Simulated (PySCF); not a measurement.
Theory: PySCF, delta-SCF UKS SCAN, pcX-2 on the ionised atom, pcseg-1 elsewhere, spin-free X2C. Geometries: PBE0-D3(BJ)/def2-SVP; isolated species, one conformer each. Values against the vacuum level.

Question: Order these sites by rising C 1s binding energy.
A. C3 in `[F:1][C@H:2]1[CH:3]=[C:4]([Cl:5])[CH2:6]1`
B. C1 in `[CH3:1][CH:2]([CH3:3])[O:4][GeH3:5]`
C. C5 in `[CH3:1][Si:2]([CH3:3])([CH3:4])[CH:5]([F:6])[F:7]`
D. C2 in `[CH3:1][C:2](=[S:3])[CH2:4][OH:5]`

Answer: B (290.43 eV), A (290.70 eV), D (292.32 eV), C (294.41 eV).

From the lowest up, the atoms are bonded to: C and 3 H (290.43); C (double bond), C and H (290.70); S (double bond) and 2 C (292.32); 2 F, H and Si (294.41).

1 of these hole states is spin-contaminated (⟨S²⟩ 0.93, against 0.75; counted from 0.85) and less certain.
